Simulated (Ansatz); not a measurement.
Calculated with Ansatz (gas phase, PBE0-D4/def2-TZVP geometries, no zero-point term in ΔE). CCSD(T)/CBS is the MP2 limit (def2-TZVPP, def2-QZVPP) plus CCSD(T) − MP2 in def2-TZVPP, frozen cores. This one scheme is used for every species. Functionals use def2-TZVPP. For Br outer-core shells are correlated without core-valence functions, which leaves a few kJ/mol of doubt a bond. Scalar relativity is left out up to krypton. One conformer a species, not always the lowest.

`FC(F)(F)CBr` + `OBCl` → `FC(F)(F)OBCl` + `CBr`  (substitution at a C–C bond)

```json
{"level": "PBE-D4", "ΔE (kJ/mol)": "22.9"}
{"level": "ωB97X-V", "ΔE (kJ/mol)": "17.2"}
{"level": "ωB97M-V", "ΔE (kJ/mol)": "19.0"}
{"level": "PBE", "ΔE (kJ/mol)": "21.5"}
{"level": "r2SCAN", "ΔE (kJ/mol)": "17.2"}
{"level": "MP2/def2-TZVPP", "ΔE (kJ/mol)": "23.8"}
{"level": "SCS-MP2/def2-TZVPP", "ΔE (kJ/mol)": "21.1"}
{"level": "MP2/CBS(def2)", "ΔE (kJ/mol)": "29.2"}
```

Question: What does CCSD(T)/CBS give? (An estimate is asked.)

Answer: Ansatz gave: +24.6 kJ/mol. The listed levels differ from it by -1.7, -7.4, -5.6, -3.1, -7.4, -0.8, -3.5, 4.6 kJ/mol.

Largest T1 diagnostic among the species: 0.012.

In def2-TZVPP, CCSD(T) changes the Hartree–Fock value by +18.0 kJ/mol (the triples alone add +1.6 kJ/mol) and MP2 by +22.6 kJ/mol. From PBE to PBE0 (25 % exact exchange), in def2-TZVPP and without D4, ΔE moves by −3.9 kJ/mol.
